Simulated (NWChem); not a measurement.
All runs are NWChem calculations. System: H4PbSi, charge 0, spin multiplicity 1, at a geometry optimised with PBE0/def2-SVP with def2 effective core potentials on Pb. The structure started from a generated list of species. Level: CCSD(T)/def2-SVP with def2 effective core potentials on Pb, 9 core orbitals frozen.

Output (cleaned and shortened):

```
             Northwest Computational Chemistry Package (NWChem) 7.3.0
             --------------------------------------------------------

                                NWChem Input Module
                                -------------------

 Scaling coordinates for geometry "geometry" by  1.889725989
 (inverse scale =  0.529177249)

 Turning off AUTOSYM since
 SYMMETRY directive was detected!

                             Geometry "geometry" -> ""
                             -------------------------

 Output coordinates in angstroms (scale by  1.889725989 to convert to a.u.)

  No.       Tag          Charge          X              Y              Z
 ---- ---------------- ---------- -------------- -------------- --------------
    1 Pb                  82.0000     0.32567500    -0.35808500     0.00000000
    2 H                    1.0000    -1.15604400    -1.47261500     0.00000000
    3 Si                  14.0000    -1.43665800     1.74103700     0.00000000
    4 H                    1.0000    -2.32704900     1.68515900     1.20799800
    5 H                    1.0000    -2.32704900     1.68515900    -1.20799800
    6 H                    1.0000    -0.78197900     3.09076700     0.00000000

 Effective nuclear repulsion energy (a.u.)     299.5805940293

            Nuclear Dipole moment (a.u.)
            ----------------------------
        X                 Y               Z
 ---------------- ---------------- ----------------
     0.0000321253     0.0000340151     0.0000000000

      Symmetry information
      --------------------

 Group name             Cs
 Group number              2
 Group order               2
 No. of unique centers     5

      Symmetry unique atoms

     1    2    3    4    6


 Summary of "ao basis" -> "" (spherical)
 ------------------------------------------------------------------------------
       Tag                 Description            Shells   Functions and Types
 ---------------- ------------------------------  ------  ---------------------
 *                          def2-svp                  on all atoms

 Summary of "ao basis" -> "ao basis" (spherical)
 ------------------------------------------------------------------------------
       Tag                 Description            Shells   Functions and Types
 ---------------- ------------------------------  ------  ---------------------
 Pb                         def2-svp                10       26   4s4p2d
 H                          def2-svp                 3        5   2s1p
[...]
            Beta electrons :    20
           No. of orbitals :   128
            Alpha orbitals :    64
             Beta orbitals :    64
        Alpha frozen cores :     9
         Beta frozen cores :     9
     Alpha frozen virtuals :     0
      Beta frozen virtuals :     0
         Spin multiplicity : singlet
    Number of AO functions :    64
       Number of AO shells :    30
        Use of symmetry is : on
      Symmetry adaption is : on
         Schwarz screening : 0.10D-09

          Correlation Information
          -----------------------
          Calculation type : Coupled-cluster singles & doubles w/ perturbation
   Perturbative correction : (T)
            Max iterations :      100
        Residual threshold : 0.10D-05
     T(0) DIIS level shift : 0.00D+00
     L(0) DIIS level shift : 0.00D+00
     T(1) DIIS level shift : 0.00D+00
     L(1) DIIS level shift : 0.00D+00
     T(R) DIIS level shift : 0.00D+00
     T(I) DIIS level shift : 0.00D+00
   CC-T/L Amplitude update :  5-th order DIIS
                I/O scheme : Global Array Library
        L-threshold :  0.10D-05
        EOM-threshold :  0.10D-05
 no EOMCCSD initial starts read in
 TCE RESTART OPTIONS
 SLICE:      F
 D4D5:       F
 quantumc:   F
 qrotation:  F
 pwtce:      F
 qducc:      F
 nacto:                         0
 nrotv:                         0
 nrot:                          0

            Memory Information
            ------------------
          Available GA space size is     249032704 doubles
          Available MA space size is     104847788 doubles

 Maximum block size supplied by input
 Maximum block size        24 doubles

 tile_dim =     15

 -------------------------------------------------
   1    alpha     a'     8 doubles       0       1
   2    alpha     a"     3 doubles       8       2
   3    beta      a'     8 doubles      11       1
   4    beta      a"     3 doubles      19       2
   5    alpha     a'    14 doubles      22       5
   6    alpha     a'    15 doubles      36       6
   7    alpha     a"    15 doubles      51       7
   8    beta      a'    14 doubles      66       5
   9    beta      a'    15 doubles      80       6
  10    beta      a"    15 doubles      95       7

 Global array virtual files algorithm will be used

 Parallel file system coherency ......... OK

 4-electron integrals stored in orbital form

 v2    file size   =          1114197
 4-index algorithm nr.  13 is used
 imaxsize =       30
 imaxsize ichop =        0


CCSD iterations
 ---------------------------------------------------------
 Iter          Residuum       Correlation     Cpu    Wall
 ---------------------------------------------------------
    1   0.1292856491908  -0.1991418470372     0.1     0.1
    2   0.0390704137450  -0.2301699248956     0.1     0.1
    3   0.0150202472399  -0.2375081768313     0.1     0.1
    4   0.0065567399426  -0.2398780250384     0.1     0.1
    5   0.0031326943572  -0.2407616964941     0.1     0.1
    6   0.0005674109194  -0.2414375785030     0.1     0.1
    7   0.0002658481866  -0.2414305600112     0.1     0.1
    8   0.0001434157363  -0.2414363988140     0.1     0.1
    9   0.0000835788351  -0.2414385573985     0.1     0.1
   10   0.0000491928566  -0.2414402884700     0.1     0.1
   11   0.0000076594695  -0.2414425871382     0.1     0.1
   12   0.0000032315411  -0.2414431141690     0.1     0.1
   13   0.0000015989044  -0.2414432835468     0.1     0.1
   14   0.0000008927298  -0.2414433426014     0.1     0.1
 -----------------------------------------------------------------
 Iterations converged
 CCSD correlation energy / hartree =        -0.241443342601445
 CCSD total energy / hartree       =      -483.205545386752078

 Singles contributions

 Doubles contributions
 CCSD(T)
 Using plain CCSD(T) code
             total no. of tasks           74
 total no. of tasks / no. procs           74
                         wl_min        79380           6.6
                         wl_max      1728000          11.0
        thresh for no. of tasks           74

 CCSD[T]  correction energy / hartree =        -0.006905407964171
 CCSD[T] correlation energy / hartree =        -0.248348750565615
 CCSD[T] total energy / hartree       =      -483.212450794716233
 CCSD(T)  correction energy / hartree =        -0.006622453736050
 CCSD(T) correlation energy / hartree =        -0.248065796337494
 CCSD(T) total energy / hartree       =      -483.212167840488121

 Task  times  cpu:        8.0s     wall:        8.0s

 Total times  cpu:        8.0s     wall:        8.0s
```

**Question.** Write an NWChem input that would produce this output.

**Answer.** Several could match; the one computed here: 
```
start mol
memory heap 100 mb stack 700 mb global 1900 mb
geometry units angstroms nocenter noautoz
  Pb     0.325675    -0.358085     0.000000
  H     -1.156044    -1.472615     0.000000
  Si    -1.436658     1.741037     0.000000
  H     -2.327049     1.685159     1.207998
  H     -2.327049     1.685159    -1.207998
  H     -0.781979     3.090767     0.000000
  symmetry group Cs
end
basis spherical
  * library def2-svp
end
ecp
  Pb library def2-ecp
end
scf
  rhf
  nopen 0
  maxiter 100
  thresh 1e-7
  semidirect memsize 60000000 filesize 0
end
tce
  freeze core 9
  ccsd(t)
  2eorb
  2emet 13
  thresh 1e-6
  maxiter 100
  tilesize 24
end
task tce energy
```
